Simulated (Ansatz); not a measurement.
Consider the substitution at a C–O bond: `C[O][In]([CH3])[Cl]` + `N[Si](O)(F)Cl` → `CO[Si](N)(F)Cl` + `[CH3][In]([OH])[Cl]`.

Calculated with Ansatz (gas phase, PBE0-D4/def2-TZVP geometries, no zero-point term in ΔE). CCSD(T)/CBS adds triple-zeta CCSD(T) − MP2 to the extrapolated MP2 energy (def2 sets, frozen cores). Functionals use def2-TZVPP. def2 core potentials past Kr. For In outer-core shells are correlated without core-valence functions, which leaves a few kJ/mol of doubt a bond. Each species was taken in one conformer, which may not be the lowest.

```csv
level,ΔE (eV)
PBE,0.03
SCS-MP2/def2-TZVPP,0.00
SCS-MP2/def2-QZVPP,0.00
MP2/CBS(def2),0.01
```

(1) What does CCSD(T)/CBS give? (Best estimate.)

Largest T1 diagnostic among the species: 0.014.

Answers

(1) Ansatz gave: +0.01 eV. The listed levels differ from it by 0.02, -0.01, -0.01, 0.00 eV.

In def2-TZVPP, CCSD(T) changes the Hartree–Fock value by +0.04 eV (the triples alone add +0.01 eV) and MP2 by +0.04 eV.
